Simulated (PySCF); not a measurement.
These 4 structures share the formula C4H8F2Si. Method used: PBE0-D3(BJ)/def2-SVP geometry optimisation, gas phase in PySCF. One conformer each; no zero-point energy, no entropy. No frequencies were run at this level. Point groups hold within 0.08 Å.

Question: Rank from lowest to highest electronic energy at this level (kcal/mol).
A. `[F:1][C@@H:2]1[CH2:3][SiH2:4][C@@H:5]([F:6])[CH2:7]1` with F1–C2–C3–Si4 -158°, C2–C3–Si4–C5 11°, C3–Si4–C5–F6 -98°, Si4–C5–C7–C2 -40°
B. `[F:1][C@@H:2]1[CH2:3][CH2:4][SiH2:5][C@H:6]1[F:7]` with F1–C2–C3–C4 -64°, C2–C3–C4–Si5 -32°, C3–C4–Si5–C6 6°, C4–Si5–C6–F7 -94°
C. `[F:1][C@@H:2]1[CH2:3][CH2:4][C@@H:5]([F:6])[SiH2:7]1` with F1–C2–C3–C4 -75°, C2–C3–C4–C5 -54°, C3–C4–C5–F6 -76°, C4–C5–Si7–C2 -14°
D. `[CH3:1][C@@:2]1([CH:3]([F:4])[F:5])[CH2:6][SiH2:7]1` with C1–C2–C3–F4 58°

Answer: A (0.0), B (0.3), C (6.6), D (17.9).

As drawn, the highest has a three-membered ring and two fluorines on one carbon, which the lowest lacks. Neighbours under 2.5 kcal/mol apart (F[C@@H]1C[SiH2][C@@H](F)C1 and F[C@@H]1CC[SiH2][C@H]1F) can change places with a better method, another conformer or zero-point energy.

```csv
SMILES,E (Eh),E rel (kcal/mol),dipole (D),point group,"A, B, C (MHz)"
F[C@@H]1C[SiH2][C@@H](F)C1,-645.56431,0.0,1.61,C1,"3067, 1781, 1306"
F[C@@H]1CC[SiH2][C@H]1F,-645.56384,0.3,0.90,C1,"2423, 2245, 1730"
F[C@@H]1CC[C@@H](F)[SiH2]1,-645.55372,6.6,0.24,C2,"3443, 1779, 1406"
C[C@@]1(C(F)F)C[SiH2]1,-645.53583,17.9,2.23,C1,"3303, 1536, 1452"
```

Question: How do the relative energies change in single points at PBE0/pcSseg-1 (no added dispersion term) on the same geometries?

Answer: 
```csv
SMILES,PBE0-D3(BJ)/def2-SVP (kcal/mol),PBE0/pcSseg-1 (kcal/mol),shift
F[C@@H]1C[SiH2][C@@H](F)C1,0.0,0.0,0.0
F[C@@H]1CC[SiH2][C@H]1F,0.3,0.3,0.0
F[C@@H]1CC[C@@H](F)[SiH2]1,6.6,6.3,-0.3
C[C@@]1(C(F)F)C[SiH2]1,17.9,18.0,+0.1
```

Each column counts from its own lowest isomer. The order is unchanged; the largest shift is 0.3 kcal/mol.

Question: As an exercise, what shares would exp(−E/RT) give at 298.15 K from these electronic energies alone (no entropy, no degeneracies)?

Answer: RT = 0.592 kcal/mol: F[C@@H]1C[SiH2][C@@H](F)C1 62.3 %, F[C@@H]1CC[SiH2][C@H]1F 37.7 %, F[C@@H]1CC[C@@H](F)[SiH2]1 under 0.1 %, C[C@@]1(C(F)F)C[SiH2]1 under 0.1 %.
